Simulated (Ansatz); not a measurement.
`[ZnH][S][GaH2]` + `O[SiH2]F` → `F[SiH2][O][ZnH]` + `[SH][GaH2]` at 600 K and 1 bar (ligand exchange at a Zn–S bond).

Gas-phase electronic energies from Ansatz, PBE0-D4/def2-TZVP geometries. CCSD(T)/CBS adds triple-zeta CCSD(T) − MP2 to the extrapolated MP2 energy (def2 sets, frozen cores). For Ga, Zn outer-core shells are correlated without core-valence functions, which leaves a few kJ/mol of doubt a bond. Scalar relativity is left out up to krypton. Each species was taken in one conformer, which may not be the lowest.

```json
{"species": "`[ZnH][S][GaH2]`", "CCSD(T)/CBS energy (Eh)": "-4101.94463", "H − E (kJ/mol)": "105.1", "S (J/(mol·K))": "404.6"}
{"species": "`O[SiH2]F`", "CCSD(T)/CBS energy (Eh)": "-465.96250", "H − E (kJ/mol)": "127.7", "S (J/(mol·K))": "331.4"}
{"species": "`F[SiH2][O][ZnH]`", "CCSD(T)/CBS energy (Eh)": "-2244.35972", "H − E (kJ/mol)": "131.6", "S (J/(mol·K))": "413.5"}
{"species": "`[SH][GaH2]`", "CCSD(T)/CBS energy (Eh)": "-2323.53734", "H − E (kJ/mol)": "95.0", "S (J/(mol·K))": "327.9"}
```

H − E and S are ideal-gas, rigid-rotor, harmonic terms from PBE0-D4/def2-TZVP, for one conformer and one mirror image of each species. 1 Eh = 2625.50 kJ/mol, R = 8.31446 J/(mol·K).

Task: By hand: ΔE, ΔH, ΔS and ΔG.

Result: ΔE = (-2244.35972) + (-2323.53734) − (-4101.94463) − (-465.96250) = 0.01007 Eh = 26.4 kJ/mol. Δ(H − E) = 131.6 + 95.0 − 105.1 − 127.7 = -6.2, so ΔH = 20.2 kJ/mol. ΔS = 413.5 + 327.9 − 404.6 − 331.4 = 5.4 J/(mol·K). ΔG = 20.2 − 600 × (5.4)/1000 = 17.0 kJ/mol.

Task: By hand: the equilibrium constant, and the temperature at which ΔG would vanish if ΔH and ΔS stayed fixed.

Result: log₁₀ K = −ΔG/(RT ln 10) = -1.5. ΔG = 0 at ΔH/ΔS = 3741 K, far beyond where these terms or the molecules hold.

The number of gas molecules stays the same, so ΔS is small and ΔH decides. A doubt of 5 kJ/mol in ΔE shifts log₁₀ K by 0.4 here. Other conformers and mirror images would add mixing entropy, several J/(mol·K) or more a flexible species. Modes under 60 cm⁻¹, often nearly free rotors, make the harmonic entropy too high. These are equilibria of isolated gas molecules and say nothing of rates. Largest T1 diagnostic: 0.015 (customary marks: 0.02 for closed shells, 0.045 for open ones).
